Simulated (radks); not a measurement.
The numbers below are computed, except where a source is named.
Question: These are the eigenvalues of the occupied orbitals of an atom or ion with whole-number occupations (Ry). Level of theory: Dirac Kohn-Sham, relativistic LDA (MacDonald-Vosko exchange, VWN5 correlation), spin-unpolarised, spherical densities, finite nucleus; Fermi nuclear charge, rms radius of each element as measured or else 0.836 A^(1/3) + 0.57 fm (a radial shooting solver on a logarithmic mesh with Libxc functionals).

orbital  eigenvalue
1s1/2     -6425.277
2s1/2     -1158.520
2p1/2     -1114.286
2p3/2     -955.6283
3s1/2     -286.3244
3p1/2     -266.1163
3p3/2     -230.6691
3d3/2     -197.0988
3d5/2     -189.5060
4s1/2     -72.92638
4p1/2     -64.13165
4p3/2     -55.41892
4d3/2     -40.98140
4d5/2     -39.34342
5s1/2     -20.72828
4f5/2     -20.54789
4f7/2     -20.17462
5p1/2     -17.61920
5p3/2     -15.83100
5d3/2     -11.24163
5d5/2     -10.97718

Which element is it, and in what charge state? The configuration may be excited. Open shells, if any, fill j = l - 1/2 first.

Answer: Z = 82, lead, charge +9: Pb9+ in [Xe] 4f14 5d5. The list shows which subshells hold electrons but not how many an open one holds; the 1s level, -3212.6 hartree, gives Z - s = 80.2 by -(Z - s)^2/2, which with screening and relativity narrows Z to a few neighbours, and the depths of the outer levels then fix element, charge and occupations together.
